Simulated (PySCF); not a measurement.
C₃H₈N₂Si, SMILES N[C@@H]1CN=C1[SiH3].

Geometry: PBE0-D3(BJ)/def2-SVP. The structure was generated by enumeration; whether it is a known compound was not checked. Other conformers were not sampled.

Method: CAM-B3LYP/def2-TZVP run with PySCF.

Gas-phase values at a fixed geometry.

Computed frontier levels, gap, dipole moment and polarisability:
The highest occupied level is -8.23 eV and the lowest empty level is 0.28 eV. The orbital gap comes out as 8.51 eV. The dipole moment is 2.08 D. The quadrupole, principal values (traceless, Buckingham form, about the centre of nuclear charge) is -6.77, 1.37, 5.40 D·Å and the mean static polarisability comes out as 74.9 bohr³ (11.09 Å³). The polarisability, principal values is 61.6, 73.4, 89.6 bohr³.
